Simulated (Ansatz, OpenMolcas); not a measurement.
# Computed against measured: atomisation enthalpy at 298 K

6 molecules holding an element from Na to Cl; the atomisation enthalpy at 298 K in kJ/mol, computed less measured. Shapes, held fixed at every level: PBE0-D4/def2-TZVP. Flexible molecules stand in one conformer, not always the lowest. Thermal terms are harmonic and unscaled (PBE0-D4/def2-TZVP); the spin-orbit lowering of the free atoms is taken from their spectra. Programs: Ansatz 0.2.0, OpenMolcas 26.06. Measured values: NIST-JANAF tables.

Levels: A = HF/3-21G; B = BLYP/6-311+G**; C = M06-L/6-311+G**; D = MP2/6-311+G**; E = CCSD(T)/def2-SVP.

```
                      molecule  from tabulated heats      A     B     C     D     E
      BCl3 (boron trichloride)                  1337   -538   -69   +43   -12   -65
      S2F2 (Difluorodisulfane)                  1049  -1081  -105  -111  -214  -266
  PF3 (phosphorus trifluoride)                  1513   -908  -121  -151  -174  -237
        SO3 (SMILES O=S(=O)=O)                  1420  -1913  -180  -171  -232  -368
SiH2Cl2 (dichlorosilane (DCS))                  1449   -643  -118    -7  -123  -138
    SF4 (sulfur tetrafluoride)                  1358  -1289  -152  -183  -236  -297
```

Q: Which level does best on this set, which worst, and which err to one side?

A: 
| level | kind | mean error | mean absolute error | worst case |
| --- | --- | --- | --- | --- |
| HF/3-21G | Hartree–Fock | -1062.0 | 1062.0 | SO3 |
| BLYP/6-311+G** | GGA | -124.2 | 124.2 | SO3 |
| M06-L/6-311+G** | meta-GGA | -96.7 | 111.0 | SF4 |
| MP2/6-311+G** | perturbation theory | -165.2 | 165.2 | SF4 |
| CCSD(T)/def2-SVP | coupled cluster or CI | -228.5 | 228.5 | SO3 |

On this set M06-L/6-311+G** has the smallest mean absolute error and HF/3-21G the largest. HF/3-21G is too low in 6 of 6; BLYP/6-311+G** is too low in 6 of 6; M06-L/6-311+G** is too low in 5 of 6; MP2/6-311+G** is too low in 6 of 6; CCSD(T)/def2-SVP is too low in 6 of 6. The heats of PF3, SiH2Cl2 come from older tables and can be uncertain by 10 kJ/mol or more. The tabulated values of BCl3, S2F2, SF4 are in doubt (older tables, estimates, or at odds with other calculations) and kept here. Over the 3 molecules whose values aren't doubted the mean absolute errors are A 1154.7; B 139.7; C 109.7; D 176.3; E 247.7. Where a negative error exceeds the measured value, the molecule comes out unbound. Hartree–Fock lacks correlation and underbinds. Rows in very small basis sets show the basis more than the method. Correlated wave functions converge slowly with the basis. The set is small.
